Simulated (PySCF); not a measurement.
C4H10PSi: g tensor and hyperfine couplings

Species: C4H10PSi (doublet state).
Z-matrix (Å and degrees, GFN2-xTB geometry), rows numbered from 1:
```
C 
C   1  1.5284
C   2  1.4757  1  109.91
C   3  1.3240  2  134.18  1  -109.94
Si  4  1.8919  3  106.03  2   176.39
P   5  2.2390  4   78.84  3    -0.84
H   1  1.0877  2  110.66  3  -176.37
H   1  1.0892  2  109.64  3   -56.21
H   1  1.0878  2  110.35  3    63.09
H   2  1.0946  1  109.04  3   119.56
H   2  1.0952  1  110.30  3  -121.47
H   4  1.0804  3  124.68  2    -5.47
H   5  1.4626  4  116.32  3  -112.28
H   5  1.4648  4  116.07  3   115.26
H   6  1.3903  5  101.68  4    88.47
H   6  1.4779  5  105.92  4  -179.04
```

The hyperfine couplings belong to this conformer and change with its torsions.

The species is `CC/[C]=C/[SiH2]P` [radical].

Method used: UKS B3LYP, pcH-1 on C H P Si, non-relativistic, mean-field spin-orbit, GIAO (PySCF). Isolated species at its GFN2-xTB geometry (one conformer only). The geometry wasn't refined by DFT: couplings that depend on bond lengths, twists or pyramidal angles can differ widely from those at the functional's own minimum. Stability of the SCF solution: not tested.

* g1, g2, g3: 2.00156, 2.00357, 2.00368
* g_iso: 2.00294
* Form of g: close to axial: the two nearest values differ by 5 % of g3 − g1
* ⟨S²⟩: 0.7577 (exact 0.7500)

Isotropic coupling and dipolar principal values T1 to T3, in G (MHz turned into gauss with g_iso; 10 G = 1 mT):

| atom | isotope | a_iso | of which spin–orbit | T1 | T2 | T3 | Mulliken spin population |
| --- | --- | --- | --- | --- | --- | --- | --- |
| C1 | 13C | 0.4 | 0.0 | -0.4 | 0.2 | 0.3 | 0.00 |
| C2 | 13C | 0.0 | 0.0 | -0.8 | -0.8 | 1.7 | -0.01 |
| C3 | 13C | 92.0 | 0.0 | -14.6 | -11.7 | 26.3 | 0.39 |
| C4 | 13C | -0.4 | 0.0 | -2.2 | -0.7 | 2.8 | -0.04 |
| Si5 | 29Si | -12.0 | 0.0 | -2.9 | 0.4 | 2.5 | 0.01 |
| P6 | 31P | 389.4 | -0.4 | -47.4 | -12.0 | 59.5 | 0.34 |
| H7 | 1H | 0.0 | 0.0 | -0.5 | -0.3 | 0.8 | 0.00 |
| H8 | 1H | 0.6 | 0.0 | -1.3 | -0.4 | 1.6 | 0.00 |
| H9 | 1H | -0.2 | 0.0 | -0.7 | -0.5 | 1.1 | 0.00 |
| H10 | 1H | 3.0 | 0.0 | -1.4 | -0.8 | 2.2 | 0.00 |
| H11 | 1H | 16.7 | 0.0 | -1.2 | -0.4 | 1.6 | 0.02 |
| H12 | 1H | 20.8 | 0.0 | -1.2 | -0.3 | 1.5 | 0.03 |
| H13 | 1H | 2.6 | 0.0 | -0.6 | -0.4 | 0.9 | 0.01 |
| H14 | 1H | -2.4 | 0.0 | -0.6 | -0.2 | 0.8 | 0.00 |
| H15 | 1H | -3.0 | 0.0 | -2.5 | -0.7 | 3.2 | -0.01 |
| H16 | 1H | 149.1 | 0.0 | -1.6 | 0.2 | 1.4 | 0.25 |

The largest Mulliken spin populations are on C3 (+0.39), P6 (+0.34) and H16 (+0.25). Three atoms exceed +0.15.

C3, the radical centre as drawn in `CC/[C]=C/[SiH2]P`, holds a spin population of +0.39 out of 1.

Under fast tumbling the dipolar parts average out, and these isotropic splittings remain: 1 × 31P (P6, I = 1/2, 2 lines) with 38.94 mT, 2 × 1H (H15/H16, I = 1/2, 3 lines) with 7.31 mT, 1 × 1H (H12, I = 1/2, 2 lines) with 2.08 mT and 2 × 1H (H10/H11, I = 1/2, 3 lines) with 0.99 mT.

Class means assume fast exchange of nuclei equivalent by connectivity; if that motion is slow, each nucleus keeps its own coupling. The 1H value of +204.9 MHz is a mean of couplings from -8.3 to 418.0 MHz in this one geometry, not an average over conformers. The 1H value of +27.7 MHz is a mean of couplings from 8.5 to 46.9 MHz in this one geometry, not an average over conformers.

The 29Si coupling of Si5 (-33.5 MHz) shows only in satellite lines or after enrichment, since that isotope makes up about 4.7 % of natural silicon.

The 13C coupling of C3 (257.9 MHz) shows only in satellite lines or after enrichment, since that isotope makes up about 1.07 % of natural carbon.

The run took 58 s of wall time (with the writing of density and orbital grids) on one thread of an AMD EPYC 7B13, on a shared host, and the process peaked at 0.96 GiB of memory.
